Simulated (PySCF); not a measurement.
Isomers of C9H10.

All values: PBE0/pcSseg-1 (PySCF) at GFN2-xTB geometries, gas phase, one conformer each.

Problem. Rank by the highest IAO charge on any atom, highest value first.
A. `[CH2:1]=[CH:2][CH2:3][c:4]1[cH:5][cH:6][cH:7][cH:8][cH:9]1` with C1–C2–C3–C4 -117°, C2–C3–C4–C5 81°
B. `C#C/C(C)=C1/CCC1=C`
C. `[CH2:1]=[C:2]([CH3:3])/[CH:4]=[CH:5]/[C:6]1=[CH:7][C:8]1=[CH2:9]` with C1–C2–C4–C5 180°, C4–C5–C6–C7 180°

Solution. B (+0.202 e), C (+0.176 e), A (+0.152 e).

Problem. Rank by the lowest IAO charge on any atom, highest value first.
A. `[CH2:1]=[C:2]([CH3:3])/[CH:4]=[CH:5]/[C:6]1=[CH:7][C:8]1=[CH2:9]` with C1–C2–C4–C5 180°, C4–C5–C6–C7 180°
B. `[cH:1]1[cH:2][cH:3][c:4]2[c:5]([cH:6]1)[CH2:7][CH2:8][CH2:9]2` with C4–C5–C7–C8 -16°, C5–C7–C8–C9 26°, C7–C8–C9–C4 -26°, C3–C4–C9–C8 -164° (indan)
C. `[cH:1]1[cH:2][cH:3][c:4]([CH:5]2[CH2:6][CH2:7]2)[cH:8][cH:9]1` with C3–C4–C5–C6 -144°
D. `[CH2:1]=[CH:2][CH2:3]/[CH:4]=[C:5]1/[CH:6]=[CH:7][C:8]1=[CH2:9]` with C1–C2–C3–C4 -115°, C2–C3–C4–C5 -114°
E. `[CH2:1]=[CH:2][c:3]1[cH:4][cH:5][cH:6][cH:7][c:8]1[CH3:9]` with C1–C2–C3–C4 34°
F. `[CH2:1]=[CH:2][CH:3]1[CH:4]=[CH:5][CH:6]=[CH:7][CH:8]=[CH:9]1` with C1–C2–C3–C4 56°, C2–C3–C4–C5 166°, C4–C5–C6–C7 34°, C6–C7–C8–C9 -34°, C2–C3–C9–C8 -166°

Solution. B (-0.271 e), C (-0.287 e), F (-0.326 e), D (-0.347 e), E (-0.427 e), A (-0.453 e).

Problem. Rank by HOMO energy, highest first.
A. `C1=CC(=C)C(C)=CC=C1`
B. `C1C/C(=C(\C)C#C)C1=C`
C. `[CH2:1]=[CH:2][CH2:3][c:4]1[cH:5][cH:6][cH:7][cH:8][cH:9]1` with C1–C2–C3–C4 -117°, C2–C3–C4–C5 81°
D. `[CH2:1]=[C:2]([CH3:3])[C:4]1=[CH:5][C@@H:6]2[CH:7]=[CH:8][C@H:9]12` with C1–C2–C4–C5 177°
E. `[cH:1]1[cH:2][cH:3][c:4]([CH:5]2[CH2:6][CH2:7]2)[cH:8][cH:9]1` with C3–C4–C5–C6 -144°
F. `[CH3:1][C:2]#[C:3][C@@H:4]1[CH:5]=[C:6]1[CH:7]1[CH2:8][CH2:9]1` with C5–C6–C7–C8 -34°

Solution. A (-5.67 eV), B (-6.18 eV), D (-6.41 eV), F (-6.54 eV), E (-6.69 eV), C (-7.01 eV).

All values together:

| SMILES | μ (D) | HOMO (eV) | LUMO (eV) | lowest IAO charge (e) | highest IAO charge (e) | lowest Hirshfeld charge (e) | highest Hirshfeld charge (e) |
| --- | --- | --- | --- | --- | --- | --- | --- |
| C=C(C)C1=C[C@@H]2C=C[C@H]12 | 0.37 | -6.41 | -0.89 | -0.425 (C) | +0.152 (H) | -0.117 (C) | +0.048 (H) |
| C=C(C)/C=C/C1=CC1=C | 2.56 | -5.68 | -1.95 | -0.453 (C) | +0.176 (H) | -0.183 (C) | +0.078 (H) |
| c1ccc(C2CC2)cc1 | 0.55 | -6.69 | -0.14 | -0.287 (C) | +0.151 (H) | -0.087 (C) | +0.049 (H) |
| c1ccc2c(c1)CCC2 | 0.61 | -6.74 | -0.14 | -0.271 (C) | +0.150 (H) | -0.070 (C) | +0.048 (H) |
| C=CC/C=C1/C=CC1=C | 0.52 | -6.57 | -0.88 | -0.347 (C) | +0.158 (H) | -0.116 (C) | +0.060 (H) |
| C=Cc1ccccc1C | 0.41 | -6.61 | -0.87 | -0.427 (C) | +0.154 (H) | -0.117 (C) | +0.049 (H) |
| CC#C[C@@H]1C=C1C1CC1 | 1.43 | -6.54 | 0.16 | -0.433 (C) | +0.172 (H) | -0.101 (C) | +0.070 (H) |
| C#CCC(=C)[C@@H]1CC1=C | 0.68 | -7.00 | 0.04 | -0.344 (C) | +0.200 (H) | -0.124 (C) | +0.090 (H) |
| C=C1C=CC=CC=C1C | 0.48 | -5.67 | -1.43 | -0.420 (C) | +0.155 (H) | -0.122 (C) | +0.048 (H) |
| C=CCc1ccccc1 | 0.11 | -7.01 | -0.27 | -0.328 (C) | +0.152 (H) | -0.109 (C) | +0.050 (H) |
| C=CC1C=CC=CC=C1 | 0.13 | -6.61 | -0.84 | -0.326 (C) | +0.155 (H) | -0.102 (C) | +0.048 (H) |
| C#C/C(C)=C1/CCC1=C | 0.86 | -6.18 | -1.38 | -0.415 (C) | +0.202 (H) | -0.111 (C) | +0.090 (H) |

Conformers: `[CH2:1]=[C:2]([CH3:3])[C:4]1=[CH:5][C@@H:6]2[CH:7]=[CH:8][C@H:9]12` with C1–C2–C4–C5 177°; `[CH2:1]=[C:2]([CH3:3])/[CH:4]=[CH:5]/[C:6]1=[CH:7][C:8]1=[CH2:9]` with C1–C2–C4–C5 180°, C4–C5–C6–C7 180°; `[cH:1]1[cH:2][cH:3][c:4]([CH:5]2[CH2:6][CH2:7]2)[cH:8][cH:9]1` with C3–C4–C5–C6 -144°; `[cH:1]1[cH:2][cH:3][c:4]2[c:5]([cH:6]1)[CH2:7][CH2:8][CH2:9]2` with C4–C5–C7–C8 -16°, C5–C7–C8–C9 26°, C7–C8–C9–C4 -26°, C3–C4–C9–C8 -164°; `[CH2:1]=[CH:2][CH2:3]/[CH:4]=[C:5]1/[CH:6]=[CH:7][C:8]1=[CH2:9]` with C1–C2–C3–C4 -115°, C2–C3–C4–C5 -114°; `[CH2:1]=[CH:2][c:3]1[cH:4][cH:5][cH:6][cH:7][c:8]1[CH3:9]` with C1–C2–C3–C4 34°; `[CH3:1][C:2]#[C:3][C@@H:4]1[CH:5]=[C:6]1[CH:7]1[CH2:8][CH2:9]1` with C5–C6–C7–C8 -34°; `[CH:1]#[C:2][CH2:3][C:4](=[CH2:5])[C@@H:6]1[CH2:7][C:8]1=[CH2:9]` with C2–C3–C4–C5 120°, C3–C4–C6–C7 -127°; `[CH2:1]=[CH:2][CH2:3][c:4]1[cH:5][cH:6][cH:7][cH:8][cH:9]1` with C1–C2–C3–C4 -117°, C2–C3–C4–C5 81°; `[CH2:1]=[CH:2][CH:3]1[CH:4]=[CH:5][CH:6]=[CH:7][CH:8]=[CH:9]1` with C1–C2–C3–C4 56°, C2–C3–C4–C5 166°, C4–C5–C6–C7 34°, C6–C7–C8–C9 -34°, C2–C3–C9–C8 -166°.
